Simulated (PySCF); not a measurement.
# Frontier orbitals and the lowest excitations

Species: ethyl isovalerate, C₇H₁₄O₂.
Atom-mapped SMILES: `[CH3:1][CH2:2][O:3][C:4](=[O:5])[CH2:6][CH:7]([CH3:8])[CH3:9]` (hydrogens: H10, H11, H12 on C1; H13, H14 on C2; H15, H16 on C6; H17 on C7; H18, H19, H20 on C8; H21, H22, H23 on C9)

Structure used (PBE0-D3(BJ)/def2-SVP), in Å, numbered top down from 1:
```xyz
23
C7H14O2 angstrom
C      3.4424   -0.3417   -0.0649
C      2.1647   -1.1497   -0.0394
O      1.0344   -0.3672   -0.4211
C      0.4779    0.3995    0.5293
O      0.8823    0.4468    1.6623
C     -0.7117    1.1470   -0.0070
C     -1.8672    0.2218   -0.4114
C     -2.3453   -0.6214    0.7654
C     -3.0073    1.0336   -1.0127
H      4.3017   -0.9891    0.1665
H      3.4069    0.4601    0.6859
H      3.6051    0.1047   -1.0572
H      2.1972   -1.9719   -0.7680
H      1.9881   -1.5677    0.9633
H     -1.0347    1.8514    0.7736
H     -0.3856    1.7282   -0.8846
H     -1.4780   -0.4586   -1.1887
H     -1.5415   -1.2533    1.1733
H     -3.1707   -1.2846    0.4644
H     -2.7099    0.0188    1.5854
H     -2.6702    1.6263   -1.8773
H     -3.8246    0.3784   -1.3510
H     -3.4267    1.7329   -0.2704
```

Computed with TDDFT CAM-B3LYP/def2-SVPD, vertical, gas phase, core orbitals frozen in the response (PySCF 2.14.0, density-fitted response routines).

Frontier orbitals with the atoms that hold most of them (Löwdin shares over 4%, at most four atoms; ? is withheld):

```csv
orbital,ε (eV),atoms
HOMO-3,-10.90,"C7 21%, C8 20%, C6 15%, C9 8%"
HOMO-2,-10.70,"C7 22%, H17 13%, C8 10%, C6 9%"
HOMO-1,-10.13,?
HOMO,-9.34,?
LUMO,1.15,"C4 12%, O5 10%, C1 7%, C6 7%"
LUMO+1,1.50,"C4 26%, O5 20%, O3 10%, C8 6%"
LUMO+2,1.64,"C1 14%, C9 13%, C2 8%, H10 8%"
```

(1) Which atoms hold the HOMO, and with what shares?

(2) Which atoms hold the HOMO-1, and with what shares?

(3) How does S1 compare with the orbital gap of 10.49 eV?

## Answers

(1) O5 (bonded to C) 61%; C6 (bonded to 2 C and 2 H) 9%; O3 (bonded to 2 C) 9%; C4 (bonded to C and 2 O) 8%. By element: oxygen 70%, carbon 18% or more.

(2) O3 (bonded to 2 C) 39%; O5 (bonded to C) 26%; C1 (bonded to C and 3 H) 8%; C2 (bonded to C, O and 2 H) 8%. By element: oxygen 65%, carbon 16% or more.

(3) S1 is at 5.86 eV (f = 0.0016), 4.63 eV below the gap, made of HOMO→LUMO+1 (56%), HOMO→LUMO (30%). Its leading pair isn't HOMO and LUMO; the energies of that pair differ by 10.84 eV. Without the coupling terms of the response equations the lowest excitation would equal the gap.

Next come S2 at 7.86 eV (f 0.013), HOMO→LUMO (48%), HOMO→LUMO+1 (20%); S3 at 8.10 eV (f 0.118), HOMO-1→LUMO (44%), HOMO-1→LUMO+1 (35%); S4 at 8.52 eV (f 0.014), HOMO-4→LUMO+1 (21%), HOMO-4→LUMO (16%), HOMO-2→LUMO (16%); S5 at 8.57 eV (f 0.0081), HOMO-1→LUMO+1 (42%), HOMO-1→LUMO (28%), HOMO-1→LUMO+2 (10%).

One conformer stands for the species.
